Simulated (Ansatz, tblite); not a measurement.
Removing an electron: (H3Ge)2S (Ge2H6S). Charge 0, multiplicity 1. Geometry: B3LYP-D4/def2-SVP. Ansatz, gas phase; energy differences of separate SCF runs; the oxidised species was run as a doublet alone.

```xyz
9

Ge   -1.6609   -0.3281   -0.2787
H    -1.8795    1.1923   -0.1303
H    -2.7176   -0.9405   -1.2141
H    -1.7152   -0.9917    1.1133
S     0.3198   -0.7375   -1.2617
Ge    1.6787    0.2869    0.2084
H     1.3625    1.7960    0.2678
H     1.5071   -0.3282    1.6132
H     3.1050    0.0509   -0.3178
```

The xTB rows come from tblite.

```json
{"level": "GFN1-xTB", "−HOMO (eV)": "12.04", "vertical IE (eV)": "14.88", "−LUMO (eV)": "7.14", "HOMO–LUMO gap (eV)": "4.90"}
{"level": "GFN2-xTB", "−HOMO (eV)": "10.37", "vertical IE (eV)": "13.51", "−LUMO (eV)": "5.29", "HOMO–LUMO gap (eV)": "5.08"}
{"level": "PBE-D4/def2-TZVP", "−HOMO (eV)": "5.99", "vertical IE (eV)": "9.00", "−LUMO (eV)": "1.15", "HOMO–LUMO gap (eV)": "4.83"}
```

(1) Estimate the rows for r2SCAN-D4/def2-TZVP, PBE0-D4/def2-TZVP.

Answers

(1) 
| level | −HOMO (eV) | vertical IE (eV) | −LUMO (eV) | HOMO–LUMO gap (eV) |
| --- | --- | --- | --- | --- |
| r2SCAN-D4/def2-TZVP | 6.27 | 9.08 | 0.85 | 5.41 |
| PBE0-D4/def2-TZVP | 7.19 | 9.15 | 0.29 | 6.90 |

Relaxing the oxidised species (B3LYP-D4/def2-SVP) changes its energy by -0.19 eV at PBE-D4/def2-TZVP, so the adiabatic ionisation energy to this nearest minimum is 8.81 eV. At PBE0-D4/def2-TZVP it is 8.91 eV.    Raw xTB energy differences between charge states are shifted by several eV; the methods need an empirical correction for them.
